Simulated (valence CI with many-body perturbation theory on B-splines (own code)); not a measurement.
Au LXVI: calculated level list

Level of theory: configuration interaction combined with many-body perturbation theory (CI+MBPT): four valence electrons over a frozen Dirac-Fock core [Ne], a basis of 11 s, 11 p, 10 d, 8 f, 5 g, 2 h functions for each j, with the one-electron correlation potential Σ1, the two-electron term Σ2, the three-electron term Σ3, Breit, model QED; selected CI, second order for the rest, scaled by the run's own slope (own B-spline code, finite nucleus).

No measured spectrum was set against this ion. As an estimate, large intervals hold to a few tenths of a per cent, small ones and those within an open d or f shell to about a per cent. Among the levels kept, up to 590 cm⁻¹ of a level comes from second order outside the variational space, and about a tenth of that is noise between levels of different J, which matters for small intervals.

Levels 91 to 135 of 167, with energies above the lowest level, (3s^2 3p1/2^2) J=0. "Leading %" is the weight of the configuration and term that name the level; weights of strongly mixed levels are sums over their largest components and can fall short. In the jj column 3d3/2^4 stands for four electrons in 3d with j = 3/2.

| No. | Configuration | Term | J | E (Ry) | Leading % | Second component | Leading jj |
| --- | --- | --- | --- | --- | --- | --- | --- |
| 91 | 3s 3p 3d2 | 3G° | 3 | 129.94 | 43 | 16 % 3s 3p 3d2 3F° | 3s 3p1/2 3d3/2 3d5/2 (96 %) |
| 92 | 3s 3p 3d2 | 3G° | 5 | 130.03 | 34 | 29 % 3s 3p 3d2 3H° | 3s 3p1/2 3d3/2 3d5/2 (98 %) |
| 93 | 3s 3p 3d2 | 3H° | 4 | 130.23 | 48 | 19 % 3s 3p 3d2 3G° | 3s 3p1/2 3d3/2 3d5/2 (96 %) |
| 94 | 3s 3p 3d2 | 1D° | 2 | 130.50 | 24 | 12 % 3s 3p 3d2 3D° | 3s 3p1/2 3d3/2 3d5/2 (94 %) |
| 95 | 3s 3p 3d2 | 3D° | 1 | 131.02 | 52 | 10 % 3s 3p 3d2 3P° | 3s 3p1/2 3d3/2 3d5/2 (92 %) |
| 96 | 3s 3p 3d2 | 3P° | 0 | 131.27 | 47 | 26 % 3s 3p 3d2 1S° | 3s 3p1/2 3d3/2 3d5/2 (93 %) |
| 97 | 3s 3p 3d2 | 5D° | 3 | 131.66 | 26 | 12 % 3s 3p 3d2 5F° | 3s 3p1/2 3d3/2 3d5/2 (89 %) |
| 98 | 3s 3p 3d2 | 5D° | 2 | 131.97 | 22 | 13 % 3s 3p 3d2 3P° | 3s 3p1/2 3d3/2 3d5/2 (98 %) |
| 99 | 3s 3p 3d2 | 3F° | 4 | 132.19 | 42 | 22 % 3s 3p 3d2 5D° | 3s 3p1/2 3d3/2 3d5/2 (89 %) |
| 100 | 3s 3p 3d2 | 3F° | 2 | 133.01 | 22 | 19 % 3s 3p 3d2 3D° | 3s 3p1/2 3d3/2 3d5/2 (88 %) |
| 101 | 3s 3p 3d2 | 3G° | 3 | 133.13 | 33 | 18 % 3s 3p 3d2 1F° | 3s 3p1/2 3d3/2 3d5/2 (94 %) |
| 102 | 3s 3p 3d2 | 3D° | 1 | 133.75 | 29 | 14 % 3s 3p 3d2 1P° | 3s 3p1/2 3d3/2 3d5/2 (83 %) |
| 103 | 3p2 3d2 | 3F | 2 | 135.90 | 40 | 23 % 3p2 3d2 5G | 3p1/2^2 3d3/2^2 (98 %) |
| 104 | 3p4 | 1D | 2 | 137.32 | 38 | 18 % 3p4 3P | 3p1/2 3p3/2^3 (55 %) |
| 105 | 3s 3p 3d2 | 5D° | 4 | 137.33 | 29 | 18 % 3s 3p 3d2 3F° | 3s 3p1/2 3d5/2^2 (96 %) |
| 106 | 3p4 | 3P | 1 | 137.79 | 79 | 6 % 3s 3p2 3d 1P | 3p1/2 3p3/2^3 (79 %) |
| 107 | 3p2 3d2 | 3P | 0 | 137.93 | 58 | 27 % 3p2 3d2 5D | 3p1/2^2 3d3/2^2 (98 %) |
| 108 | 3s 3p 3d2 | 3D° | 2 | 138.37 | 25 | 18 % 3s 3p 3d2 3P° | 3s 3p1/2 3d5/2^2 (98 %) |
| 109 | 3s 3p 3d2 | 3G° | 5 | 138.52 | 34 | 23 % 3s 3p 3d2 5G° | 3s 3p1/2 3d5/2^2 (97 %) |
| 110 | 3s 3p2 3d | 5P | 1 | 139.15 | 35 | 18 % 3s 3p2 3d 3P | 3s 3p3/2^2 3d3/2 (92 %) |
| 111 | 3s 3p2 3d | 3F | 3 | 139.25 | 24 | 24 % 3s 3p2 3d 5D | 3s 3p3/2^2 3d3/2 (96 %) |
| 112 | 3s 3p2 3d | 5D | 2 | 139.33 | 19 | 16 % 3s 3p2 3d 5P | 3s 3p3/2^2 3d3/2 (74 %) |
| 113 | 3s 3p 3d2 | 3D° | 3 | 139.57 | 26 | 24 % 3s 3p 3d2 3F° | 3s 3p1/2 3d5/2^2 (98 %) |
| 114 | 3s 3p 3d2 | 3G° | 4 | 139.76 | 30 | 17 % 3s 3p 3d2 1G° | 3s 3p1/2 3d5/2^2 (96 %) |
| 115 | 3s 3p2 3d | 3F | 4 | 139.83 | 44 | 21 % 3s 3p2 3d 5F | 3s 3p3/2^2 3d3/2 (97 %) |
| 116 | 3s 3p 3d2 | 3D° | 3 | 140.07 | 35 | 16 % 3s 3p 3d2 3F° | 3s 3p1/2 3d5/2^2 (92 %) |
| 117 | 3s 3p 3d2 | 3D° | 2 | 140.37 | 25 | 23 % 3s 3p 3d2 3F° | 3s 3p1/2 3d5/2^2 (94 %) |
| 118 | 3s 3p 3d2 | 3P° | 1 | 140.52 | 32 | 20 % 3s 3p 3d2 3D° | 3s 3p1/2 3d5/2^2 (94 %) |
| 119 | 3s 3p 3d2 | 3P° | 0 | 140.70 | 76 | 17 % 3s 3p 3d2 5D° | 3s 3p1/2 3d5/2^2 (98 %) |
| 120 | 3s 3p2 3d | 3D | 1 | 141.84 | 56 | 13 % 3s 3p2 3d 5F | 3s 3p3/2^2 3d3/2 (94 %) |
| 121 | 3s 3p 3d2 | 3P° | 1 | 142.13 | 48 | 18 % 3s 3p 3d2 1P° | 3s 3p1/2 3d5/2^2 (95 %) |
| 122 | 3s 3p2 3d | 3P | 0 | 142.72 | 84 | 11 % 3s 3p2 3d 5D | 3s 3p3/2^2 3d3/2 (90 %) |
| 123 | 3s 3p2 3d | 3D | 2 | 142.86 | 49 | 22 % 3s 3p2 3d 1D | 3s 3p3/2^2 3d3/2 (94 %) |
| 124 | 3s 3p2 3d | 3F | 3 | 142.99 | 34 | 31 % 3s 3p2 3d 1F | 3s 3p3/2^2 3d3/2 (97 %) |
| 125 | 3s 3p2 3d | 3D | 1 | 143.57 | 53 | 17 % 3s 3p2 3d 3P | 3s 3p3/2^2 3d3/2 (90 %) |
| 126 | 3s 3p2 3d | 3F | 2 | 143.93 | 28 | 23 % 3s 3p2 3d 3D | 3s 3p3/2^2 3d3/2 (83 %) |
| 127 | 3p2 3d2 | 3F | 3 | 144.80 | 33 | 22 % 3p2 3d2 5G | 3p1/2^2 3d3/2 3d5/2 (98 %) |
| 128 | 3s 3p2 3d | 5F | 5 | 145.45 | 61 | 39 % 3s 3p2 3d 3G | 3s 3p3/2^2 3d5/2 (99 %) |
| 129 | 3p2 3d2 | 3P | 2 | 145.73 | 23 | 9 % 3p2 3d2 5P | 3p1/2^2 3d3/2 3d5/2 (98 %) |
| 130 | 3s 3p2 3d | 3F | 4 | 145.77 | 52 | 34 % 3s 3p2 3d 5D | 3s 3p3/2^2 3d5/2 (98 %) |
| 131 | 3p2 3d2 | 1G | 4 | 146.10 | 25 | 21 % 3p2 3d2 3H | 3p1/2^2 3d3/2 3d5/2 (98 %) |
| 132 | 3p2 3d2 | 3P | 1 | 146.16 | 37 | 33 % 3p2 3d2 5D | 3p1/2^2 3d3/2 3d5/2 (98 %) |
| 133 | 3s 3p2 3d | 3P | 0 | 147.66 | 62 | 33 % 3s 3p2 3d 1S | 3s 3p3/2^2 3d5/2 (89 %) |
| 134 | 3s 3p2 3d | 3P | 1 | 148.15 | 41 | 22 % 3s 3p2 3d 1P | 3s 3p3/2^2 3d5/2 (96 %) |
| 135 | 3s 3p2 3d | 3D | 3 | 148.19 | 43 | 22 % 3s 3p2 3d 1F | 3s 3p3/2^2 3d5/2 (97 %) |
